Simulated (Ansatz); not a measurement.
The same atomization along the group O, S, Se, Te.

Program: Ansatz. Geometries: PBE0-D4/def2-TZVP. ΔE: electronic, gas phase. CBS: MP2 limit from def2 TZ/QZ plus the TZ coupled-cluster correction, frozen cores. Small cases extrapolate CCSD(T) itself. DFT in def2-TZVPP. B3LYP here is the variant with VWN-RPA as its local correlation; programs differ in this. Open shells (•) are unrestricted, without spin–orbit coupling. Spin–orbit coupling would lower the free atoms: a little for B, Cl, O, S; clearly for Se; strongly for Te. def2 core potentials past Kr. Bonds to Se, Te are less sure, by a few kJ/mol each and by 10 to 20 or more in all where they break to atoms, as the def2 sets lack core-valence functions. Scalar relativity is left out up to krypton. Each species was taken in one conformer, which may not be the lowest.

```
                          reaction  CCSD(T)/CBS(def2) (kJ/mol)
     `OBCl` → B• + Cl• + 2 H• + O•                        1889
     `SBCl` → B• + Cl• + 2 H• + S•                           ?
`ClB[SeH]` → B• + Cl• + 2 H• + Se•                        1543
`ClB[TeH]` → B• + Cl• + 2 H• + Te•                        1447
```

(1) Fill in the missing values. (Best estimate.)

Largest T1 diagnostic: 0.014, for B•.

Extrapolated directly: `OBCl` → B• + Cl• + 2 H• + O•; `SBCl` → B• + Cl• + 2 H• + S•.

Results:

(1) Computed: `SBCl` → B• + Cl• + 2 H• + S•: +1622.3 kJ/mol.

For atomizations the MP2-based limit and the directly extrapolated one differ by several kJ/mol either way, and by 10 to 25 for some Ge, Se and Sn compounds, so smaller differences from it don't rank the levels.
